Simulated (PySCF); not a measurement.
**Electron correlation in Co²³⁺ (cobalt, charge +23)**

[He] 2s2, closed-shell 1S. Calculation: PySCF 2.14, in an even-tempered Gaussian basis (19 s from 6 bohr⁻², ratio 2.2; 8 p from 9.3 bohr⁻², ratio 2.4; 6 d from 28 bohr⁻², ratio 2.4; 5 f from 42 bohr⁻², ratio 2.4; 4 g from 63 bohr⁻², ratio 2.4); the spin-free X2C one-electron Hamiltonian (Gaussian nucleus). Frozen: nothing; 4 electrons correlated; the 9 highest virtual orbitals of each spin left out.

```csv
level,correlation energy (mhartree)
CCSD,-342.82
(T),-0.79
CCSD(T),-343.61
```

Diagnostics: T1 = 0.00083, D1 = 0.0017, largest double amplitude 0.117.

Cost of the coupled-cluster step: 13 s of wall time on 2 threads of Neoverse-V2 (shared host), for 4 correlated electrons.
